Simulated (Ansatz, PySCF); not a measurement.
ClH3O3Ti, SMILES [OH][Ti]([OH])([OH])[Cl], multiplicity 1.

Geometry: r2SCAN-D4/def2-SVP. The multiplicity is an assumed one; no other spin state was optimised. The structure was generated by enumeration; whether it is a known compound was not checked. One conformer was computed; it need not be the lowest.

Vertical ionisation energy (IE) and electron affinity (EA) in eV. Rows of orbital energies are one-electron estimates. Where ΔSCF, EOM or ADC give a negative EA the extra electron is unbound and the value depends on the basis.

```json
[
 {"level": "−ε(HOMO), −ε(LUMO), ωB97X/def2-TZVP (PySCF)", "IE": "11.05", "EA": "-0.37"},
 {"level": "−ε(HOMO), −ε(LUMO), PBE/def2-TZVP (PySCF)", "IE": "7.17", "EA": "2.76"},
 {"level": "ΔSCF, CAM-B3LYP/def2-SVPD (Ansatz), final states of multiplicity 2 and 2", "IE": "11.13", "EA": "0.50"},
 {"level": "ΔSCF, PBE/def2-SVPD (Ansatz), final states of multiplicity 2 and 2", "IE": "10.47", "EA": "-0.08"}
]
```

Question: What vertical singlet–triplet gap does ΔSCF give with CAM-B3LYP/def2-SVPD (Ansatz, a quantum-chemistry and plane-wave program) and with PBE/def2-SVPD (Ansatz)? (An estimate is asked for; the answer gives what the named calculation found.)

Answer: 5.04 and 5.00 eV (triplet above singlet where positive).
